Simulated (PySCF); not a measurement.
Si(I)(Me)3, SMILES C[Si](C)(C)I (C3H9ISi), CAM-B3LYP/def2-SVP optimised geometry.

```
14

C     -0.97    -2.05     1.55
Si    -0.41    -1.16     0.00
C     -0.97     0.63     0.00
C     -0.98    -2.05    -1.55
I      2.08    -1.16     0.00
H     -2.08    -2.08     1.59
H     -0.61    -3.09     1.56
H     -0.61    -1.55     2.45
H     -0.61     1.16     0.89
H     -0.61     1.16    -0.89
H     -2.08     0.68     0.00
H     -2.08    -2.08    -1.59
H     -0.61    -1.55    -2.45
H     -0.61    -3.09    -1.56
```

Density from CAM-B3LYP/def2-TZVP, def2 effective core potentials past Kr (PySCF) at that geometry. The core electrons that the potentials of I replace are not part of the density.

Minimum of the electron density along straight lines between bonded atoms, close to the bond critical point (lines longer than 1.1 times the sum of covalent radii, or with two minima, are not listed):

```tsv
bond	length / Å	ρ at the minimum / e bohr⁻³	∇²ρ there / e bohr⁻⁵	position (fraction from the first atom)
C1–Si2	1.872	0.125	0.15	0.61
Si2–C3	1.872	0.125	0.15	0.39
Si2–C4	1.872	0.125	0.15	0.39
Si2–I5	2.490	0.076	-0.06	0.35
C1–H6	1.102	0.266	-0.87	0.64
C1–H7	1.100	0.268	-0.89	0.64
C1–H8	1.100	0.268	-0.89	0.64
C3–H9	1.100	0.268	-0.89	0.64
C3–H10	1.100	0.268	-0.89	0.64
C3–H11	1.102	0.266	-0.87	0.64
C4–H12	1.102	0.266	-0.87	0.64
C4–H13	1.100	0.268	-0.89	0.64
C4–H14	1.100	0.268	-0.89	0.64
```
